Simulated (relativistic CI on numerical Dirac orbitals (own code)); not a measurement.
Calculated at this level of theory: Dirac-Coulomb-Breit CI, KLI orbitals optimised for each configuration, model QED (radiative potential, 1s self-energy scaled to tabulated hydrogen-like ionisation energies), unscaled Slater integrals (own radial code, finite nucleus).

The strongest absorption lines from the ground level of an ion, among the configurations computed and to levels below about 609 eV (vacuum wavelength in nm, gf): 3.0602 (0.03), 3.2077 (0.011), 3.3931 (0.014), 3.5744 (0.02), 3.6001 (0.62).

(1) Which ion is it?
A. Ho⁴⁵⁺
B. Ho⁴³⁺
C. Pr³⁷⁺
D. Re⁵³⁺

Results:

(1) A. Ho⁴⁵⁺ has 22 electrons and the ground level 3s2.3p6.3d4 3P_0; the strongest line goes to 3s2.3p5.3d5 3D°_1. The pattern of lines fixes the number of electrons, and along that sequence the line energies rise steadily with the charge (about as its square where n changes within one kind of shell, about linearly where n is kept but much faster in heavy ions where fine structure, which grows about as Z⁴, sets the gap, and irregularly where shells cross), which fixes Z. Configurations outside the model, such as inner-shell arrays, can give stronger lines. At this charge energies of transitions that change n are usually good to better than 1 %, and those within a shell (Δn = 0) to a few per cent.

LS names give the leading component of a level, which can be under half, so a name can repeat, a term be missing and a line seem to break the LS rules.
